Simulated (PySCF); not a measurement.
From one molecule to another.

First species: C2H4F2Se.
Geometry (PBE0-D3(BJ)/def2-SVP, Å), atoms numbered from 1 in this order:
```xyz
9
C2H4F2Se angstrom
F     -2.034    0.091    0.240
C     -0.807    0.365   -0.262
F     -0.454    1.595    0.176
C      0.174   -0.664    0.236
Se     1.969   -0.428   -0.478
H     -0.874    0.396   -1.364
H     -0.152   -1.661   -0.092
H      0.186   -0.648    1.335
H      2.152    0.897    0.133
```

Second species: CH4AlF.
SMILES: `[AlH]([F])[CH3]`

Levels: CAM-B3LYP/def2-SVPD for dipole moment, HOMO energy, LUMO energy, HOMO–LUMO gap, static isotropic polarisability and electronic spatial extent ⟨r²⟩ about the centre of nuclear charge; TDDFT CAM-B3LYP/def2-SVPD for lowest singlet excitation; TDA CAM-B3LYP/def2-SVPD for lowest triplet excitation (Tamm–Dancoff); ΔSCF CAM-B3LYP/def2-SVPD for vertical ionisation energy; PBE0-D3(BJ)/def2-SVP for rotational constant A and rotational constant C. Geometries: PBE0-D3(BJ)/def2-SVP. All species are isolated and taken at one optimised geometry, non-relativistic unless stated; the electronic structure was computed with PySCF and density fitting.

Dipoles, sizes and rotational constants follow the conformer. The torsions of the flexible species, by atom-mapped SMILES:
- `[F:1][CH:2]([F:3])[CH2:4][SeH:5]`: F1–C2–C4–Se5 177°, H–Se5–C4–C2 62°

Q: Which has the higher LUMO energy?

A: The first: 0.49 eV against -0.03 eV, a difference of 0.52 eV.

Q: Which of the two has the higher S1 energy, and by how much?

A: The second: 5.96 eV against 4.99 eV, a difference of 0.97 eV.

Q: Which of the two has the higher dipole moment, and by how much?

A: The second: 2.01 D against 1.21 D, a difference of 0.80 D.

Q: Which has the higher HOMO energy?

A: The first: -8.36 eV against -9.79 eV, a difference of 1.43 eV.

Q: Which has the higher ⟨r²⟩?

A: The first: 818 bohr² against 280 bohr², a difference of 538 bohr².

Q: Which of the two has the higher static isotropic polarisability, and by how much?

A: The first: 55.3 au against 38.8 au, a difference of 16.5 au.

Q: Which has the higher vertical ionisation energy?

A: The second: 10.90 eV against 9.50 eV, a difference of 1.40 eV.

Q: Which of the two has the higher rotational constant C, and by how much?

A: The second: 4.860 GHz against 1.212 GHz, a difference of 3.648 GHz.

On the first: The principal polarisabilities are 49.6, 51.3 and 64.8 au; their mean is the isotropic value. The vertical singlet–triplet gap S1 − T1 is 0.47 eV (TDDFT singlet less Tamm–Dancoff triplet; S1: HOMO→LUMO, weight 0.85; T1: HOMO→LUMO, weight 0.81). The calculation is non-relativistic and has no spin–orbit coupling, an omission that weighs most on selenium.

On the second: The ΔSCF ionisation energy exceeds −ε(HOMO) by 1.11 eV with CAM-B3LYP. In wavenumbers S1 is 48100 cm⁻¹ (1 eV = 8065.54 cm⁻¹).
